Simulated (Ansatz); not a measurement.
## A family of molecules: the HOMO–LUMO gap

One atom is swapped for its congeners: CHFI `F[CH]I`; CHClI `Cl[CH]I`; CHBrI `Br[CH]I`; CHI2 `I[CH]I`. All are doublets with charge 0.

Shapes, held fixed at every level: PBE0-D4/def2-TZVP. Programs: Ansatz 0.2.0. Values in eV.

(1) How should the HOMO–LUMO gap change along the series?

Results:

(1) At wB97X-V/def2-TZVPP the HOMO–LUMO gap falls at every step, from 8.63 to 7.78 eV. Every level shows the same order. Open shells run unrestricted unless RO is named. For atoms past krypton def2 sets carry core potentials with scalar relativity. Relativity is left out for Br unless named. Orbital gaps aren't excitation energies, and the LUMO depends on the basis.

```json
{"level": "SPW92/def2-TZVPP", "CHFI": "1.31", "CHClI": "1.08", "CHBrI": "1.06", "CHI2": "0.99"}
{"level": "PBE-D4/def2-TZVPP", "CHFI": "1.78", "CHClI": "1.51", "CHBrI": "1.46", "CHI2": "1.37"}
{"level": "r2SCAN-D4/def2-TZVPP", "CHFI": "2.86", "CHClI": "2.50", "CHBrI": "2.44", "CHI2": "2.32"}
{"level": "BHLYP-D4/def2-TZVPP", "CHFI": "6.68", "CHClI": "6.19", "CHBrI": "6.06", "CHI2": "5.82"}
{"level": "PBE0-D4/def2-TZVPP", "CHFI": "4.37", "CHClI": "3.93", "CHBrI": "3.83", "CHI2": "3.66"}
{"level": "r2SCAN0-D4/def2-TZVPP", "CHFI": "5.15", "CHClI": "4.66", "CHBrI": "4.56", "CHI2": "4.37"}
{"level": "wB97X-V/def2-TZVPP", "CHFI": "8.63", "CHClI": "8.15", "CHBrI": "8.01", "CHI2": "7.78"}
```
